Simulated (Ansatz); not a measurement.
Molecular dynamics of CH4BFN2

The input (input.yaml):

```yaml
crystal:
  periodic: [false, false, false]
  atoms:
    - { symbol: "N", position_ang: [-1.449922, 0.104568, 1.090948] }
    - { symbol: C, position_ang: [-0.494432, -0.512005, 0.433268] }
    - { symbol: "N", position_ang: [0.208708, 0.433046, -0.209858] }
    - { symbol: B, position_ang: [1.342925, 0.270617, -1.040145] }
    - { symbol: F, position_ang: [1.914597, 1.351067, -1.594149] }
    - { symbol: H, position_ang: [-0.816046, 1.10485, 0.494442] }
    - { symbol: H, position_ang: [-2.146865, -0.370064, 1.674736] }
    - { symbol: H, position_ang: [-0.301204, -1.602656, 0.410165] }
    - { symbol: H, position_ang: [1.83074, -0.825724, -1.276407] }
basis:
  gaussian: { orbitals: def2-SVP }
hamiltonian:
  xc: pbe
  dispersion: d4
md:
  timestep: 0.5
  n_steps: 200
  ensemble: nve
  temperature: 100.0
  initial_velocities: maxwell_boltzmann
  seed: 9053
```

Run as:

```bash
$ ansatz run input.yaml --threads 2 --pin off --max-ram 3072MiB --backend cpu --events-out ev --progress --plain --runs-dir out
```

It starts at the highest image of a converged band, a first-order saddle point between two minima.

Output, in part (step lines, the closing report, with atoms numbered from 0):

```
md step     0: t =     0.00 fs  T =   100.0 K  F+E_penalty+E_count = -7461.95248262 eV  E_kin = 0.090482 eV  conserved = -7461.86200062 eV  (29 SCF iters)
md step     1: t =     0.50 fs  T =    98.8 K  F+E_penalty+E_count = -7461.95139016 eV  E_kin = 0.089399 eV  conserved = -7461.86199129 eV  (34 SCF iters)
md step     2: t =     1.00 fs  T =    95.4 K  F+E_penalty+E_count = -7461.94825335 eV  E_kin = 0.086293 eV  conserved = -7461.86195998 eV  (34 SCF iters)
md step     3: t =     1.50 fs  T =    90.2 K  F+E_penalty+E_count = -7461.94357390 eV  E_kin = 0.081660 eV  conserved = -7461.86191401 eV  (34 SCF iters)
md step     4: t =     2.00 fs  T =    84.2 K  F+E_penalty+E_count = -7461.93808368 eV  E_kin = 0.076220 eV  conserved = -7461.86186346 eV  (34 SCF iters)
md step     5: t =     2.50 fs  T =    78.2 K  F+E_penalty+E_count = -7461.93258695 eV  E_kin = 0.070769 eV  conserved = -7461.86181780 eV  (34 SCF iters)
md step     6: t =     3.00 fs  T =    73.0 K  F+E_penalty+E_count = -7461.92781151 eV  E_kin = 0.066029 eV  conserved = -7461.86178250 eV  (33 SCF iters)
md step     7: t =     3.50 fs  T =    69.1 K  F+E_penalty+E_count = -7461.92432386 eV  E_kin = 0.062567 eV  conserved = -7461.86175705 eV  (33 SCF iters)
[... lines left out ...]
Total energy: -7462.27425643 eV, -274.2335208125 hartree
Atom 0 at    -1.555776    -0.244988     1.316048 Å, force     4.180457    -0.175708    -4.298201 eV/Å
Atom 1 at    -0.555269    -0.100303     0.208757 Å, force    -1.390973    -1.566293     1.240970 eV/Å
Atom 2 at     0.308435     0.771103    -0.174987 Å, force    -0.134595    -0.807640     0.986836 eV/Å
Atom 3 at     1.486878     0.282582    -0.902900 Å, force    -2.153562     0.200667     1.990316 eV/Å
Atom 4 at     1.935455     1.139336    -1.759398 Å, force     1.469475     0.834385    -1.689153 eV/Å
Atom 5 at    -1.993140     0.425842     1.881954 Å, force    -0.644084     1.634832     0.965515 eV/Å
Atom 6 at    -1.999976    -1.112581     1.119818 Å, force    -1.052690    -0.846099     0.280524 eV/Å
Atom 7 at    -0.565197    -1.094441    -0.375950 Å, force    -0.425551     0.535258     0.890647 eV/Å
Atom 8 at     1.998085    -0.796017    -0.617498 Å, force     0.151523     0.190598    -0.367454 eV/Å
Dipole moment:    -0.606757    -0.429944     0.311573 e Å
```

The steps, from the saved trajectory:

```csv
time (fs),T (K),potential energy less start (eV),conserved less start (meV/atom)
0,100,0.000,0.00
3,73,0.025,0.02
6,89,0.011,0.05
9,343,-0.219,0.08
12,873,-0.700,-0.08
15,1154,-0.958,-0.39
18,673,-0.518,0.12
21,905,-0.732,-0.38
24,1169,-0.971,-0.39
27,1023,-0.835,0.00
30,811,-0.646,-0.29
33,453,-0.318,0.15
36,593,-0.447,-0.10
39,588,-0.442,-0.08
42,521,-0.379,0.18
45,961,-0.783,-0.38
48,911,-0.734,0.05
51,1065,-0.875,-0.26
54,1199,-0.997,-0.25
57,1198,-0.994,-0.13
60,974,-0.794,-0.28
63,632,-0.481,0.00
66,717,-0.560,-0.16
69,747,-0.587,-0.20
72,605,-0.457,0.01
75,700,-0.545,-0.17
78,911,-0.734,0.00
81,1309,-1.096,-0.26
84,1196,-0.995,-0.36
87,721,-0.561,0.12
90,787,-0.624,-0.26
93,681,-0.527,-0.21
96,423,-0.292,0.06
99,497,-0.361,-0.25
```

All steps were run. The conserved energy stayed within 0.55 meV per atom of its start (net change -0.12 meV per atom), so the integration is sound. The kinetic energy rose, since the run started high on the potential surface and went downhill. A run of 0.1 ps of so small a system gives no equilibrium averages. The orbitals stay closed-shell, which can raise the energy where a bond breaks towards radicals; this wasn't checked here.

Between its relaxed ends the band would form N3–H6 and break N1–H6. These pairs go: N3–H6 1.41 → 3.11 Å, N1–H6 1.33 → 0.98 Å. In the last frame they stand as before the step (other bonds may differ from the relaxed reactants and products). It ends as one piece, CH4BFN2. Pairs count as bonded within 1.25 times the sum of covalent radii (0.12 Å more for H–H).

Last frame:

```xyz
9
Properties=species:S:1:pos:R:3
N -1.556 -0.245 1.316
C -0.555 -0.100 0.209
N 0.308 0.771 -0.175
B 1.487 0.283 -0.903
F 1.935 1.139 -1.759
H -1.993 0.426 1.882
H -2.000 -1.113 1.120
H -0.565 -1.094 -0.376
H 1.998 -0.796 -0.618
```

The run took 3.4 min on 2 threads of Intel(R) Xeon(R) Platinum 8375C CPU @ 2.90GHz (Ice Lake), with other jobs on the host, peak memory 0.14 GiB.
